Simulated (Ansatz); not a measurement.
Abridged output of a molecular run in Ansatz:

```
Functional definition: HF
1490 factors; integrals over basis functions are off by at most 1.3e-3 eV
mean field evaluation 1: about -16914.7416 eV, gradient 5.5e1 eV
mean field evaluation 2: about -16914.7568 eV, gradient 5.5e1 eV
mean field evaluation 4: about -16921.1199 eV, gradient 5.1e0 eV
mean field evaluation 8: about -16921.1977 eV, gradient 3.6e-1 eV
mean field evaluation 16: about -16921.1016 eV, gradient 5.1e0 eV
mean field -16921.19837308 eV, -621.8425706104 hartree, gradient 1.8e-6 eV, S^2 0.000000; 0 other end points of the search recorded, 0 dependent functions left out
12 core orbitals not correlated: weight in the atoms' cores, before any rotation towards them, 1.000 or more for the frozen orbitals, at most 0.000 for the correlated occupied ones
reference -16921.19837308 eV, -621.8425706104 hartree; 22, 22 occupied and 117, 117 virtual orbitals, 1490 factors
second order -30.86305001 eV of doubles, -0.00000000 eV of singles
cycle   1  -31.17988314 eV  change   -3.2e-1 eV  update   1.5e-1
cycle   2  -31.99189913 eV  change   -8.1e-1 eV  update   4.5e-2
cycle   3  -32.22918079 eV  change   -2.4e-1 eV  update   2.8e-2
cycle   4  -32.22511447 eV  change    4.1e-3 eV  update   8.4e-3
cycle   5  -32.21599617 eV  change    9.1e-3 eV  update   4.3e-3
cycle   6  -32.21639770 eV  change   -4.0e-4 eV  update   1.4e-3
cycle   7  -32.21641829 eV  change   -2.1e-5 eV  update   6.5e-4
cycle   8  -32.21613767 eV  change    2.8e-4 eV  update   2.3e-4
cycle   9  -32.21614340 eV  change   -5.7e-6 eV  update   9.5e-5
cycle  10  -32.21624707 eV  change   -1.0e-4 eV  update   4.6e-5
cycle  11  -32.21619388 eV  change    5.3e-5 eV  update   2.2e-5
perturbative correction -1.02242622 eV, -0.0375734706 hartree
Total energy: -16954.43699317 eV, -623.0640673690 hartree
```

Its atoms:

Cartesian coordinates in Å:
```
C 2.081 -1.297 0.146
Al 0.331 -0.604 0.637
O -0.483 -1.059 2.069
O -0.887 -0.804 -0.731
C -1.590 0.117 -1.239
C -1.484 1.472 -0.948
C -0.533 1.947 -0.053
O 0.292 1.238 0.592
H 2.428 -0.892 -0.809
H 2.839 -1.049 0.895
H 2.072 -2.387 0.050
H -0.128 -1.680 2.700
H -2.333 -0.202 -1.977
H -2.138 2.173 -1.447
H -0.467 3.027 0.115
```

Q: Which basis set was used?
A. def2-SVPD
B. def2-SVP
C. cc-pV(T+d)Z
D. cc-pV(Q+d)Z

A: B. It gives 151 functions.

Q: Write the keys of the input that set method, charge and spin (a neutral closed shell needs none for the last two).

A: 
```yaml
correlation: {method: ccsd_t}
```
